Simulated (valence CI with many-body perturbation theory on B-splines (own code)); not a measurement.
Results of a calculation; reference values are marked as such.
## Run record, Cd XVII

Level of theory: configuration interaction combined with many-body perturbation theory (CI+MBPT): four valence electrons over a frozen Dirac-Fock core [Ar] 3d10, radial functions for each j: 11 s, 11 p, 10 d, 8 f, 5 g, 2 h, with the one-electron correlation potential Σ1 (screened to all orders), the two-electron term Σ2, the three-electron term Σ3, Breit, model QED; selected single and double excitations, second order for the rest, scaled by the run's own slope (own B-spline code, finite nucleus).

Command, and the settings that its task file holds:

```sh
python run_cv.py task.json out
```

```
atom Cd  Z=48  mass_number=114  rms_radius_fm=4.6087
core [Ar] 3d10
valence 4s2 4p2
avg = 1
basis = M
breit = 1
cap = 32000
capref = 2000
cscale = 1
de = 0.0
dress = 0
eps = 2e-08
extrap = 1
h = 0.27
hh = 1
l2 = 3
lcore = 6
maxit = 60
n2 = 5
natural = 1
nlev = 150
nno = [5, 5, 5, 4, 2, 1]
nroot = 36
nsp = [6, 6, 5, 4, 3, 1]
pt2 = 1
qed = 1
rpa = 1
s1 = 1
s2 = 1
s3 = 1
screen = 1
tol = 2e-05
whole = 1
```

Question: Roughly how long does this run take on one core of Arm Neoverse N1, and how much memory?

Answer: 6.4 min on 1 thread of Arm Neoverse N1 (shared host), peak memory 1 GiB.

Log. The first blocks belong to the next ion, which gives the ionisation energy. Fields: 2J, parity (1 odd), roots, reference size, generating configurations, candidates as configurations/state functions, variational space P, stored matrix elements, Davidson steps; e2 is the range of second-order energies in hartree. The first line gives the box (bohr), its intervals, the orbitals and the steps of their self-consistent field. Window is the range of levels sought, series limit the energy at which the first omitted orbital would enter, core excitation an estimate of the first excitation out of the core, left out the lowest levels not solved, and shifts from estimates the range by which levels moved from their first estimate, all in cm⁻¹.

```
rmax 13.6 intervals 63 orbitals 83 references ['4s2 4p2', '4s 4p3', '4s2 4p 4d', '4p4', '4s 4p2 4d'] scf 5 t 2.2
2J=1 par=1 roots 2 ref 34 generators 7 cand 2145/3166 P 2173/3200 nnz 1.7e+06 it 5
2J=1 par=1 roots 2 ref 34 generators 15 cand 1573/2362 P 3746/5562 nnz 4.2e+06 it 5
   second order: generators 28 cand 11742/18137 e2 -0.00003 -0.00001
reference levels 1391, estimated 629, window 1473718 1/cm; series limit 2752331, core excitation 3169860
2J=0 par=0 roots 13 ref 56 generators 45 cand 2624/3847 P 4295/6398 nnz 2.8e+06 it 8
2J=0 par=0 roots 13 ref 56 generators 64 cand 13472/24359 P 17767/30757 nnz 3.8e+07 it 8
   second order: generators 111 cand 91973/200888 e2 -0.00011 -0.00001
2J=2 par=0 roots 20 ref 120 generators 52 cand 665/1875 P 2063/6386 nnz 4.1e+06 it 11
2J=2 par=0 roots 20 ref 120 generators 80 cand 7123/25587 P 9186/31973 nnz 5.9e+07 it 9
   second order: generators 142 cand 128688/679220 e2 -0.00180 -0.00019
2J=4 par=0 roots 28 ref 164 generators 60 cand 638/2036 P 1996/7179 nnz 5.4e+06 it 9
2J=4 par=0 roots 28 ref 164 generators 90 cand 5798/24790 P 7794/31969 nnz 6.5e+07 it 9
   second order: generators 153 cand 140145/1051799 e2 -0.00238 -0.00043
2J=4 par=1 roots 29 ref 167 generators 46 cand 444/2020 P 1836/7189 nnz 5.6e+06 it 18
2J=4 par=1 roots 29 ref 167 generators 74 cand 5597/24811 P 7433/32000 nnz 6.6e+07 it 12
   second order: generators 132 cand 109507/775799 e2 -0.00247 -0.00030
2J=2 par=1 roots 24 ref 129 generators 53 cand 569/1845 P 2188/6519 nnz 4.1e+06 it 6
2J=2 par=1 roots 24 ref 129 generators 80 cand 7195/25452 P 9383/31971 nnz 6e+07 it 10
   second order: generators 132 cand 111427/584634 e2 -0.00124 -0.00024
2J=6 par=1 roots 24 ref 156 generators 36 cand 409/1810 P 1636/6444 nnz 4.8e+06 it 13
2J=6 par=1 roots 24 ref 156 generators 56 cand 5343/25534 P 6979/31978 nnz 6.8e+07 it 13
   second order: generators 105 cand 86727/790849 e2 -0.00230 -0.00069
2J=0 par=1 roots 10 ref 47 generators 36 cand 2383/3846 P 4093/6399 nnz 2.9e+06 it 9
2J=0 par=1 roots 10 ref 47 generators 47 cand 12984/22617 P 17077/29016 nnz 3.8e+07 it 10
   second order: generators 89 cand 72785/153440 e2 -0.00010 -0.00001
2J=8 par=1 roots 15 ref 115 generators 25 cand 777/3378 P 1625/6393 nnz 4.8e+06 it 11
2J=8 par=1 roots 15 ref 115 generators 45 cand 5571/25600 P 7196/31993 nnz 6.6e+07 it 14
   second order: generators 87 cand 83359/766724 e2 -0.00129 -0.00071
2J=6 par=0 roots 19 ref 136 generators 42 cand 639/2024 P 1807/7143 nnz 5.6e+06 it 8
...
2J=10 par=0 roots 4 ref 56 generators 32 cand 5587/25580 P 7742/31956 nnz 6.5e+07 it 9
   second order: generators 56 cand 72337/655984 e2 -0.00091 -0.00019
2J=10 par=1 roots 6 ref 67 generators 14 cand 1234/3877 P 2078/6410 nnz 4.2e+06 it 5
2J=10 par=1 roots 6 ref 67 generators 34 cand 5988/25506 P 8066/31916 nnz 6.4e+07 it 9
   second order: generators 58 cand 65305/597720 e2 -0.00091 -0.00037
2J=12 par=1 roots 3 ref 30 generators 7 cand 1537/4042 P 2648/6688 nnz 4.3e+06 it 5
2J=12 par=1 roots 3 ref 30 generators 16 cand 5621/25588 P 8269/32276 nnz 6.5e+07 it 6
   second order: generators 38 cand 50236/401995 e2 -0.00031 -0.00015
left out: unestimated 2032323, estimated 1556592, shifts from estimates -147 to 122
operators 5.3
```

The Davidson iterations converged.

No measured spectrum was set against this ion. As an estimate, levels hold to about 250 cm⁻¹ or 0.2 % of their energy and the worst to 1 %, as in measured heavy ions of charge 2 to 7; those with d or f electrons hold less well. Among the levels kept, up to 480 cm⁻¹ of a level comes from second order outside the variational space, and about a tenth of that is noise between levels of different J, which matters for small intervals.

```
Valence energy                            : -71.09283 hartree
Ionisation energy                         : 421.62 eV (NIST: 421 ± 3 eV (theoretical))
Reference configurations for the orbitals : 4s2 4p2, 4s 4p3, 4s2 4p 4d, 4p4, 4s 4p2 4d
Radial orbitals                           : 83
Box radius                                : 13.64 bohr
Largest variational space                 : 32276
Lowest levels                             : (4s^2 4p1/2^2) J=0 0.000, (4s^2 4p1/2 4p3/2) J=1 6.275, (4s^2 4p1/2 4p3/2) J=2 8.126, (4s^2 4p3/2^2) J=2 15.926, (4s^2 4p3/2^2) J=0 20.768, (4s 4p1/2^2 4p3/2) J=2 41.497, (4s 4p1/2^2 4p3/2) J=1 49.139, (4s 4p1/2 4p3/2^2) J=2 [a] 50.357, (4s 4p1/2 4p3/2^2) J=3 52.734, (4s 4p1/2 4p3/2^2) J=0 56.896, (4s 4p1/2 4p3/2^2) J=1 [a] 57.845, (4s 4p1/2 4p3/2^2) J=2 [b] 58.617, (4s 4p1/2 4p3/2^2) J=1 [b] 64.174, (4s 4p3/2^3) J=2 64.985 eV
```

Levels are named by their leading jj configuration (3d3/2^4 stands for four electrons in 3d with j = 3/2), which in mixed levels can hold well under half, so a name can repeat and another be missing. Letters in brackets count levels of one name in rising energy.
